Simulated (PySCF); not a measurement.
ClIPb, singlet, at a GFN2-xTB geometry (such geometries of metal compounds can be far from the true shape) (core potentials on I, Pb), atoms displaced at random by about 0.03 Å a coordinate; R2SCAN/def2-SVP, gradient (PySCF).

The PySCF input:
```python
from pyscf import gto, scf, dft

mol = gto.Mole()
mol.atom = '''
    Pb    0.357082    0.318401    0.794416
    Cl    1.250745    2.110817   -0.771904
    I    -0.910774   -1.348684   -0.962798
'''
mol.basis = 'def2-svp'
mol.ecp = {'I': 'def2-svp', 'Pb': 'def2-svp'}
mol.charge = 0
mol.spin = 0
mol.verbose = 4
mol.build()

mf = dft.RKS(mol)
mf.xc = 'r2scan'
mf.kernel()
g = mf.nuc_grad_method()
grad = g.kernel()
```

The log (banner, timings and long lists left out):

```
PySCF version 2.14.0

[INPUT] verbose = 4
[INPUT] num. atoms = 3
[INPUT] num. electrons = 64
[INPUT] charge = 0
[INPUT] spin (= nelec alpha-beta = 2S) = 0
[INPUT] symmetry False subgroup None
[INPUT] Mole.unit = angstrom
[INPUT] Symbol           X                Y                Z      unit          X                Y                Z       unit  Magmom
[INPUT]  1 Pb     0.357082000000   0.318401000000   0.794416000000 AA    0.674787184012   0.601690687788   1.501228668972 Bohr   0.0
[INPUT]  2 Cl     1.250745000000   2.110817000000  -0.771904000000 AA    2.363565501669   3.988866029076  -1.458687154456 Bohr   0.0
[INPUT]  3 I     -0.910774000000  -1.348684000000  -0.962798000000 AA   -1.721113421375  -2.548643388583  -1.819424533279 Bohr   0.0

nuclear repulsion = 239.36851184666
number of shells = 28
number of NR pGTOs = 158
number of NR cGTOs = 70
basis = def2-svp
ecp = {'I': 'def2-svp', 'Pb': 'def2-svp'}

******** <class 'pyscf.dft.rks.RKS'> ********
method = RKS
initial guess = minao
damping factor = 0
level_shift factor = 0
DIIS = <class 'pyscf.scf.diis.CDIIS'>
diis_start_cycle = 1
diis_space = 8
diis_damp = 0
SCF conv_tol = 1e-09
SCF conv_tol_grad = None
SCF max_cycles = 50
direct_scf = True
direct_scf_tol = 1e-13
XC library pyscf.dft.libxc version 7.1.2
    S. Lehtola, C. Steigemann, M. J. T. Oliveira, and M. A. L. Marques,  SoftwareX 7, 1–5 (2018)
XC functionals = r2scan
    J. W. Furness, A. D. Kaplan, J. Ning, J. P. Perdew, and J. Sun,  J. Phys. Chem. Lett. 11, 8208–8215 (2020)
    J. W. Furness, A. D. Kaplan, J. Ning, J. P. Perdew, and J. Sun,  J. Phys. Chem. Lett. 11, 9248–9248 (2020)
    J. W. Furness, A. D. Kaplan, J. Ning, J. P. Perdew, and J. Sun,  J. Phys. Chem. Lett. 11, 8208–8215 (2020)
    J. W. Furness, A. D. Kaplan, J. Ning, J. P. Perdew, and J. Sun,  J. Phys. Chem. Lett. 11, 9248–9248 (2020)
radial grids:
    Treutler-Ahlrichs [JCP 102, 346 (1995); DOI:10.1063/1.469408] (M4) radial grids

becke partition: Becke, JCP 88, 2547 (1988); DOI:10.1063/1.454033
pruning grids: <function nwchem_prune>
grids dens level: 3
symmetrized grids: False
atomic radii adjust function: <function treutler_atomic_radii_adjust>
small_rho_cutoff = 0
Set gradient conv threshold to 3.16228e-05
Initial guess from minao.
tot grids = 64072
init E= -895.603358074214
  HOMO = -1.03955085933835  LUMO = -0.863054056082546  gap/eV = 4.80272
cycle= 1 E= -942.593358830747  delta_E=  -47  |g|= 4.45  |ddm|= 16.3
  HOMO = 0.159868784541183  LUMO = 0.20548278184035  gap/eV = 1.24122
cycle= 2 E= -838.442084020238  delta_E=  104  |g|= 11.2  |ddm|= 23.3
  HOMO = -0.0618015030843372  LUMO = -0.0158338487219365  gap/eV = 1.25084
cycle= 3 E= -950.270169415401  delta_E= -112  |g|= 1.61  |ddm|=   21
  HOMO = -0.233079521455082  LUMO = -0.0528451359322731  gap/eV = 4.90443
cycle= 4 E= -950.552165360304  delta_E= -0.282  |g|= 1.01  |ddm|= 3.48
  HOMO = -0.219676356960687  LUMO = -0.145168267653091  gap/eV = 2.02747
cycle= 5 E= -950.859139957906  delta_E= -0.307  |g|= 0.381  |ddm|= 2.49
  HOMO = -0.250892773576115  LUMO = -0.125381965475235  gap/eV = 3.41532
cycle= 6 E= -950.908410975763  delta_E= -0.0493  |g|= 0.156  |ddm|= 0.825
  HOMO = -0.24758239513708  LUMO = -0.138225065163461  gap/eV = 2.97576
cycle= 7 E= -950.919481398675  delta_E= -0.0111  |g|= 0.0273  |ddm|= 0.286
  HOMO = -0.245991360704955  LUMO = -0.136219519466643  gap/eV = 2.98704
cycle= 8 E= -950.919669822156  delta_E= -0.000188  |g|= 0.014  |ddm|= 0.0517
  HOMO = -0.2459441236152  LUMO = -0.135970739913645  gap/eV = 2.99253
cycle= 9 E= -950.919737926029  delta_E= -6.81e-05  |g|= 0.0047  |ddm|= 0.0272
  HOMO = -0.246394076024173  LUMO = -0.135888826844152  gap/eV = 3.00700
cycle= 10 E= -950.91974882122  delta_E= -1.09e-05  |g|= 0.00041  |ddm|= 0.00909
  HOMO = -0.246421020852899  LUMO = -0.135922906559905  gap/eV = 3.00681
cycle= 11 E= -950.919748894824  delta_E= -7.36e-08  |g|= 7.36e-05  |ddm|= 0.00081
  HOMO = -0.246416316690281  LUMO = -0.135919622501035  gap/eV = 3.00677
cycle= 12 E= -950.919748896259  delta_E= -1.44e-09  |g|= 1.5e-05  |ddm|= 0.000108
  HOMO = -0.246416873684807  LUMO = -0.135918357576145  gap/eV = 3.00682
cycle= 13 E= -950.91974889635  delta_E= -9.14e-11  |g|= 3.49e-06  |ddm|= 3.08e-05
  HOMO = -0.246416480083525  LUMO = -0.135918755411609  gap/eV = 3.00680
Extra cycle  E= -950.919748896341  delta_E= 9.55e-12  |g|= 4.98e-06  |ddm|= 1.56e-05
converged SCF energy = -950.919748896341

******** <class 'pyscf.grad.rks.Gradients'> for <class 'pyscf.dft.rks.RKS'> ********
unit = Eh/Bohr
grid_response = False
--------------- RKS gradients ---------------
         x                y                z
0 Pb    -0.0116597161    -0.0174623318    -0.0065948414
1 Cl     0.0031378912     0.0063444379    -0.0052257411
2 I     0.0086686376     0.0106396998     0.0117834613
----------------------------------------------
```
